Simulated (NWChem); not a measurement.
Species: CH₄AlFSe; SMILES [CH3][Al]([F])[SeH]

```xyz
8

Al     0.0511    -0.9641     0.0000
F      1.5835    -1.6245     0.0000
C     -1.4951    -2.1327     0.0000
H     -1.4752    -2.7889    -0.8858
H     -2.4511    -1.5879     0.0000
H     -1.4752    -2.7889     0.8858
Se     0.0265     1.3456     0.0000
H     -1.4457     1.3649     0.0000
```
Atoms are numbered in this order, from 1.

Computed with NWChem. The geometry was optimised at PBE0/def2-SVP.

**Question.** Among these, which level gives the lowest value of “orbital gap (eV)”?
(A) PBE0/def2-TZVPP
(B) PBE0/def2-SVPD
(C) PBE0/def2-SVP
(D) PBE0/def2-TZVP

**Answer.** B, PBE0/def2-SVPD. Values: PBE0/def2-SVPD 6.70; PBE0/def2-TZVP 6.92; PBE0/def2-SVP 6.92; PBE0/def2-TZVPP 6.92
